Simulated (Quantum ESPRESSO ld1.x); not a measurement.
Values are calculated unless marked as measured or tabulated.
All-electron atom: Nd IV in [Xe] 4f3. Level of theory: Dirac Kohn-Sham, PW91, spin-unpolarised, spherical densities, point nucleus; open shells fill j = l - 1/2 first (ld1.x of Quantum ESPRESSO 7.5).

Normalised radial functions P(r) = r R(r) (large component), r in bohr:

```
   r/bohr * 4f7/2 (the largest magnitude, 1.01, reaches the edge; | marks zero)
0.0009738 *
  0.00133 *
 0.001817 *
 0.002483 *
 0.003392 *
 0.004634 *
  0.00628 *
  0.00858 *
  0.01172 *
  0.01601 *
  0.02188 *
  0.02965 *
   0.0405 *
  0.05534 *
   0.0756 |*
   0.1033 |  *
   0.1411 |      *
   0.1912 |             *
   0.2612 |                        *
   0.3569 |                                      *
   0.4876 |                                                  *
   0.6661 |                                                      *
     0.91 |                                                 *
    1.233 |                                     *
    1.685 |                        *
    2.302 |            *
    3.145 |    *
    4.296 |*
    5.869 *
    7.954 *
    10.87 *
    14.84 *
```

4f7/2 (empty): eigenvalue -30.564 eV, 0 radial nodes, <r> = 0.978 bohr, 90 % of the charge inside 1.67 bohr.
